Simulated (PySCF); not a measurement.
Molfile (atoms numbered from 1):
```
C9H13N
     RDKit          3D

 23 23  0  0  0  0  0  0  0  0999 V2000
    4.3810    0.2372    0.4441 C   0  0  0  0  0  0  0  0  0  0  0  0
    3.2078    0.3193    0.1991 C   0  0  0  0  0  0  0  0  0  0  0  0
    1.8358    0.4538   -0.0722 C   0  0  0  0  0  0  0  0  0  0  0  0
    1.0833   -0.2835   -0.8866 C   0  0  0  0  0  0  0  0  0  0  0  0
   -0.3340    0.2021   -0.8987 C   0  0  1  0  0  0  0  0  0  0  0  0
   -1.3391   -0.8924   -0.4707 C   0  0  0  0  0  0  0  0  0  0  0  0
   -1.0607   -1.3511    0.9563 C   0  0  0  0  0  0  0  0  0  0  0  0
   -2.7652   -0.3653   -0.5962 C   0  0  0  0  0  0  0  0  0  0  0  0
   -0.3422    1.3201    0.0482 N   0  0  0  0  0  0  0  0  0  0  0  0
    1.0040    1.5382    0.5668 C   0  0  0  0  0  0  0  0  0  0  0  0
    5.4056    0.1501    0.6507 H   0  0  0  0  0  0  0  0  0  0  0  0
    1.4051   -1.1223   -1.4770 H   0  0  0  0  0  0  0  0  0  0  0  0
   -0.6123    0.5224   -1.9171 H   0  0  0  0  0  0  0  0  0  0  0  0
   -1.2119   -1.7407   -1.1529 H   0  0  0  0  0  0  0  0  0  0  0  0
   -0.0570   -1.7613    1.0400 H   0  0  0  0  0  0  0  0  0  0  0  0
   -1.1481   -0.5065    1.6337 H   0  0  0  0  0  0  0  0  0  0  0  0
   -1.7742   -2.1161    1.2529 H   0  0  0  0  0  0  0  0  0  0  0  0
   -2.9002    0.4895    0.0612 H   0  0  0  0  0  0  0  0  0  0  0  0
   -2.9744   -0.0555   -1.6183 H   0  0  0  0  0  0  0  0  0  0  0  0
   -3.4809   -1.1355   -0.3183 H   0  0  0  0  0  0  0  0  0  0  0  0
   -0.7390    2.1580   -0.3531 H   0  0  0  0  0  0  0  0  0  0  0  0
    1.0077    1.4344    1.6607 H   0  0  0  0  0  0  0  0  0  0  0  0
    1.4041    2.5321    0.3267 H   0  0  0  0  0  0  0  0  0  0  0  0
  1  2  3  0
  2  3  1  0
  3  4  2  0
  4  5  1  0
  5  6  1  0
  6  7  1  0
  6  8  1  0
  5  9  1  0
  9 10  1  0
 10  3  1  0
  1 11  1  0
  4 12  1  0
  5 13  1  6
  6 14  1  0
  7 15  1  0
  7 16  1  0
  7 17  1  0
  8 18  1  0
  8 19  1  0
  8 20  1  0
  9 21  1  0
 10 22  1  0
 10 23  1  0
M  END
```

- coordinates at the GFN2-xTB level
- PBE0/pcSseg-1 with gauge-including orbitals
- run in PySCF 2.14
- one averaged value for each set of equivalent atoms, in vacuum, one conformer, non-relativistic

Task: List the cross peaks expected in HSQC, COSY and HMBC spectra.

Result: 

HSQC (one-bond C–H):
```
                δH          δC
        6.27 (H12)  151.7 (C4)
        4.36 (H13)   77.5 (C5)
        4.24 (H23)  64.2 (C10)
        4.18 (H22)  64.2 (C10)
        2.78 (H11)   90.8 (C1)
        1.45 (H14)   38.4 (C6)
0.97 (H18/H19/H20)   22.4 (C8)
0.93 (H15/H16/H17)   16.0 (C7)
```

COSY cross peaks (H two or three bonds apart, from the bond graph; peaks can be absent where the dihedral angle is near 90°):
```
        δH                  δH
6.27 (H12)          4.36 (H13)
4.36 (H13)          1.45 (H14)
4.24 (H23)          4.18 (H22)
1.45 (H14)  0.97 (H18/H19/H20)
1.45 (H14)  0.93 (H15/H16/H17)
```

HMBC (two and three bonds, from the bond graph):
```
                δH                                                                   δC
        6.27 (H12)              128.3 (C3), 82.6 (C2), 77.5 (C5), 64.2 (C10), 38.4 (C6)
        4.36 (H13)  151.7 (C4), 128.3 (C3), 64.2 (C10), 38.4 (C6), 22.4 (C8), 16.0 (C7)
        4.24 (H23)                         151.7 (C4), 128.3 (C3), 82.6 (C2), 77.5 (C5)
        4.18 (H22)                         151.7 (C4), 128.3 (C3), 82.6 (C2), 77.5 (C5)
        2.78 (H11)                                                128.3 (C3), 82.6 (C2)
        1.45 (H14)                          151.7 (C4), 77.5 (C5), 22.4 (C8), 16.0 (C7)
0.97 (H18/H19/H20)                                      77.5 (C5), 38.4 (C6), 16.0 (C7)
0.93 (H15/H16/H17)                                      77.5 (C5), 38.4 (C6), 22.4 (C8)
```

Referencing at the same level of theory: 1H (σ = 31.72 ppm) and 13C (σ = 186.93 ppm) against TMS.

Short H···H contacts in this conformer between protons four or more bonds apart (candidates for NOE cross peaks, intensity ∝ r⁻⁶): H13···H19 2.45 Å, H17···H20 2.52 Å, H12···H14 2.71 Å.

The OH or NH signal is concentration- and solvent-dependent in practice; the value given is the gas-phase one. Shifts are as computed. Against solution values, carbons near 30 ppm lie about +3 ppm off and those near 130 ppm about +5 ppm. Of 1211 compounds with measured shifts, 218 miss one by over three times the rms of a fit or turn the order of signals round; such compounds aren't used in these exercises.
